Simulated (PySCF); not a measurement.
**[C₈H₁₁]+, charge +1**

Cartesian coordinates in Å; atom numbers follow the order of the lines, from 1:
```xyz
19

C    -1.801    1.983   -0.142
C    -1.283    0.926   -0.767
C    -0.901   -0.319   -0.116
C    -1.069   -0.476    1.356
C    -0.646   -1.503   -0.943
C     0.622   -0.808   -0.634
C     1.786   -0.445   -0.532
C     3.123    0.003   -0.390
H    -2.105    2.854   -0.696
H    -1.968    2.015    0.922
H    -1.152    0.952   -1.841
H    -2.138   -0.516    1.572
H    -0.646    0.361    1.906
H    -0.622   -1.401    1.715
H    -0.734   -2.483   -0.489
H    -0.911   -1.481   -1.994
H     3.213    0.604    0.519
H     3.787   -0.856   -0.275
H     3.434    0.598   -1.248
```

Total charge +1.

Theory: PySCF 2.14.0, TDDFT CAM-B3LYP/def2-SVPD excited states, vertical, gas phase. Geometry: GFN2-xTB.

The bonding changed while the geometry was optimised; results refer to the coordinates, not to the name.

(1) How strongly do the lowest singlets absorb one photon, and two photons of half the energy?

Results:

(1) δ for parallel linear polarisation; σ at the peak of a Lorentzian of half width 0.1 eV, single beam; Ω is circular over linear.
| state | E (eV) | f | photon λ (nm) | δ (au) | σ (GM) | Ω | main |
| --- | --- | --- | --- | --- | --- | --- | --- |
| S1 | 3.66 | 0.021 | 677 | 23.4 | 0.12 | 0.87 | HOMO−1→LUMO 0.74, HOMO→LUMO 0.22 |
| S2 | 4.37 | 0.281 | 568 | 462 | 3.23 | 0.74 | HOMO→LUMO 0.74, HOMO−1→LUMO 0.22 |
| S3 | 5.94 | 0.083 | 418 | 583 | 7.53 | 0.83 | HOMO−2→LUMO 0.84 |
| S4 | 6.16 | 0.003 | 402 | 34.6 | 0.48 | 0.87 | HOMO−3→LUMO 0.94 |
| S5 | 6.43 | 0.006 | 386 | 73.1 | 1.11 | 1.35 | HOMO−4→LUMO 0.92 |

Among these, the strongest one-photon state is S2, the strongest two-photon state S3.
